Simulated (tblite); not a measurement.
Compound: C8H14Si.
SMILES with atom numbers: `[CH:1]#[C:2][CH2:3]/[C:4]([SiH3:5])=[CH:6]/[CH2:7][CH2:8][CH3:9]` (hydrogens: H10 on C1; H11, H12 on C3; H13, H14, H15 on Si5; H16 on C6; H17, H18 on C7; H19, H20 on C8; H21, H22, H23 on C9)

Computed with GFN2-xTB (tblite), gas phase: L-BFGS steps from a force-field or distance-geometry start until the largest atomic force falls under 0.01 eV/Å.

Step 19: E = -704.6430 eV
```
atom  x, y, z in Å  |  force x, y, z in eV/Å
C1      4.4707   -0.0405   -0.2753    0.023   0.010  -0.005
C2      3.4713   -0.6064    0.0601   -0.018   0.025  -0.013
C3      2.2264   -1.2429    0.4374    0.007   0.006   0.007
C4      1.0753   -0.2639    0.3385   -0.016   0.016   0.021
Si5     1.2335    1.2668    1.4409   -0.040  -0.006   0.005
C6      0.0911   -0.5063   -0.5222    0.026   0.047  -0.016
C7     -1.1488    0.3041   -0.7164   -0.045  -0.022   0.000
C8     -2.3747   -0.5107   -0.2810   -0.048   0.032  -0.007
C9     -3.6871    0.2799   -0.3975    0.021  -0.001   0.017
H10     5.3576    0.4395   -0.5626    0.015  -0.008   0.001
H11     2.3172   -1.6054    1.4667   -0.008   0.034   0.029
H12     2.0585   -2.1104   -0.2092   -0.014   0.009  -0.035
H13     1.9117    0.8830    2.6842    0.016  -0.015  -0.047
H14     2.0006    2.2977    0.7364    0.008  -0.029   0.012
H15    -0.0712    1.8271    1.8100    0.015  -0.037   0.022
H16     0.1315   -1.3986   -1.1441   -0.023  -0.009   0.044
H17    -1.2506    0.5717   -1.7725    0.002  -0.013   0.009
H18    -1.1071    1.2232   -0.1321    0.047  -0.007  -0.044
H19    -2.2177   -0.8165    0.7574   -0.023  -0.026  -0.081
H20    -2.4328   -1.4144   -0.8937    0.013   0.010   0.093
H21    -3.4941    1.3199   -0.6536    0.013  -0.034   0.001
H22    -4.3388   -0.1392   -1.1621    0.055   0.035   0.023
H23    -4.2271    0.2692    0.5465   -0.025  -0.015  -0.038
```

Step 20: E = -704.6443 eV
```
atom  x, y, z in Å  |  force x, y, z in eV/Å
C1      4.4723   -0.0411   -0.2748    0.035   0.021  -0.013
C2      3.4713   -0.6043    0.0592   -0.029   0.008  -0.001
C3      2.2276   -1.2414    0.4379   -0.030   0.023  -0.004
C4      1.0753   -0.2620    0.3386   -0.028  -0.008   0.019
Si5     1.2324    1.2674    1.4436   -0.032  -0.019  -0.006
C6      0.0907   -0.5069   -0.5214    0.017   0.049  -0.031
C7     -1.1511    0.3024   -0.7179    0.002  -0.024   0.001
C8     -2.3776   -0.5104   -0.2807    0.005   0.023  -0.010
C9     -3.6874    0.2807   -0.3978   -0.008   0.006   0.012
H10     5.3587    0.4386   -0.5627    0.029   0.000  -0.003
H11     2.3185   -1.6017    1.4682   -0.009   0.026   0.012
H12     2.0586   -2.1082   -0.2102   -0.008   0.015  -0.011
H13     1.9190    0.8813    2.6815    0.004  -0.014  -0.039
H14     2.0037    2.2950    0.7390   -0.002  -0.018   0.010
H15    -0.0728    1.8259    1.8158    0.031  -0.040   0.019
H16     0.1339   -1.3985   -1.1453   -0.026   0.006   0.063
H17    -1.2525    0.5645   -1.7763    0.005  -0.004   0.040
H18    -1.1068    1.2235   -0.1357    0.033  -0.020  -0.064
H19    -2.2216   -0.8159    0.7571   -0.013  -0.026  -0.054
H20    -2.4346   -1.4151   -0.8915    0.002   0.006   0.082
H21    -3.4969    1.3209   -0.6516    0.035  -0.010  -0.009
H22    -4.3367   -0.1370   -1.1639    0.028   0.024   0.003
H23    -4.2287    0.2693    0.5446   -0.042  -0.023  -0.015
```

Problem. Estimate the geometry and energy of step 21. (The exact step hangs on the optimiser's Hessian estimate; all steps are aligned on step 20, rigid shifts and turns removed.)

Solution. E = -704.6454 eV, largest force 0.071 eV/Å
```
atom  x, y, z in Å  |  force x, y, z in eV/Å
C1      4.4739   -0.0415   -0.2744    0.031   0.021  -0.015
C2      3.4711   -0.6021    0.0584   -0.027   0.003   0.005
C3      2.2281   -1.2398    0.4383   -0.048   0.035  -0.012
C4      1.0748   -0.2605    0.3392   -0.030  -0.024   0.013
Si5     1.2310    1.2676    1.4458   -0.011  -0.026  -0.015
C6      0.0907   -0.5064   -0.5213    0.003   0.032  -0.032
C7     -1.1530    0.3005   -0.7193    0.041  -0.013  -0.003
C8     -2.3801   -0.5097   -0.2807    0.048   0.007  -0.005
C9     -3.6878    0.2816   -0.3978   -0.027   0.012   0.004
H10     5.3603    0.4377   -0.5629    0.034   0.002  -0.005
H11     2.3195   -1.5981    1.4697   -0.009   0.019  -0.008
H12     2.0586   -2.1060   -0.2113   -0.002   0.023   0.012
H13     1.9253    0.8796    2.6786   -0.003  -0.015  -0.027
H14     2.0061    2.2924    0.7413   -0.012  -0.008   0.007
H15    -0.0735    1.8241    1.8212    0.029  -0.036   0.019
H16     0.1354   -1.3983   -1.1451   -0.025   0.009   0.066
H17    -1.2541    0.5584   -1.7788    0.003   0.005   0.043
H18    -1.1059    1.2233   -0.1400    0.019  -0.015  -0.065
H19    -2.2251   -0.8159    0.7559    0.000  -0.022  -0.006
H20    -2.4362   -1.4158   -0.8880   -0.010  -0.008   0.052
H21    -3.4985    1.3216   -0.6500    0.050   0.017  -0.012
H22    -4.3345   -0.1347   -1.1654   -0.001   0.011  -0.022
H23    -4.2310    0.2689    0.5426   -0.052  -0.026   0.007
```

The energy changes by -0.0011 eV. The first-order estimate −F·Δx gives -0.0015 eV and the mean of the old and new forces, exact on a quadratic surface, -0.0011 eV. The step makes an angle of 65° with the force vector and moves no atom by more than 0.007 Å.

What follows is the cost of the whole relaxation. On an Intel Xeon 6975P-C with one thread, shared host with 192 logical CPUs at a one-minute load of 42, this took 0.89 s of wall time.
